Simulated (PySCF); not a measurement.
**Löwdin shares of the frontier orbitals**

Compound: C10H10.
Z-matrix (Å and degrees, PBE0-D3(BJ)/def2-SVP geometry), rows numbered from 1:
```
C 
C   1  1.3399
C   2  1.4647  1  125.37
C   3  1.3441  2  121.04  1  -179.94
C   3  1.4910  2  118.17  1     0.02
C   5  1.3997  3  120.49  2    89.67
C   6  1.3938  5  120.50  3  -179.82
C   7  1.3942  6  120.14  5     0.28
C   8  1.3942  7  119.74  6     0.02
C   9  1.3937  8  120.12  7    -0.03
H   1  1.0938  2  121.61  3    -0.04
H   1  1.0924  2  121.01  3   179.96
H   2  1.0962  1  119.31  3  -179.95
H   4  1.0925  3  121.46  2   179.96
H   4  1.0940  3  120.94  2    -0.00
H   6  1.0928  5  119.22  3     0.39
H   7  1.0928  6  119.77  5  -179.65
H   8  1.0926  7  120.12  6  -179.99
H   9  1.0928  8  120.09  7  -179.95
H  10  1.0928  5  119.21  3    -0.38
```

Theory: TDDFT wB97X-D/def2-SVPD, vertical, gas phase, core orbitals frozen in the response in PySCF.

Kohn–Sham orbitals with the atoms that hold most of them (Löwdin shares over 4%, at most four atoms; ? is withheld):

```
orbital  ε (eV)                            atoms
 HOMO-3  -11.07   C2 24%, C3 19%, C1 15%, C4 11%
 HOMO-2   -9.17  C10 19%, C6 19%, C7 18%, C9 18%
 HOMO-1   -8.99                                ?
   HOMO   -8.53   C4 24%, C1 23%, C2 17%, C3 17%
   LUMO       ?                                ?
 LUMO+1    1.44   C8 22%, C5 21%, C9 11%, C7 11%
 LUMO+2    1.46  C7 18%, C9 18%, C10 18%, C6 18%
```

Problem. Which atoms hold the LUMO, and with what shares?

Solution. C4 (bonded to C and 2 H) 24%; C1 (bonded to C and 2 H) 24%; C3 (bonded to 3 C) 17%; C2 (bonded to 2 C and H) 15%.

Problem. Which atoms hold the HOMO-1, and with what shares?

Solution. C8 (bonded to 2 C and H) 24%; C5 (bonded to 3 C) 23%; C6 (bonded to 2 C and H) 10%; C9 (bonded to 2 C and H) 10%.

Problem. What is the LUMO energy, and the HOMO–LUMO gap?

Solution. ε(LUMO) = 0.81 eV; the gap is 9.34 eV (0.3432 hartree).

Problem. The HOMO–LUMO gap is 9.34 eV. Where does the response calculation put the lowest singlet, and from which orbitals?

Solution. S1 is at 5.44 eV (f = 0.0001), 3.90 eV below the gap, made of HOMO-1→LUMO+2 (46%), HOMO-2→LUMO+1 (36%), HOMO→LUMO+1 (10%). Its leading pair isn't HOMO and LUMO; the energies of that pair differ by 10.45 eV. Without the coupling terms of the response equations the lowest excitation would equal the gap.

Problem. One configuration dominates each of S2 and S3. Which, and how do the shares of the two leading atoms of either orbital change from the occupied to the empty one?

Solution. 
- S2 (5.78 eV, f 0.496), HOMO→LUMO (97%): C4 24% → 24%, C1 23% → 24%
- S3 (5.91 eV, f 0.0030), HOMO-1→LUMO (88%): C8 24% → at most 15%, C5 23% → at most 15%, C4 at most 11% → 24%, C1 at most 11% → 24%

Löwdin shares depend on the basis, the more so with diffuse functions.

Time: 5.2 min wall. Hardware: x86-64 server, one thread, shared host.

One conformer stands for the species.
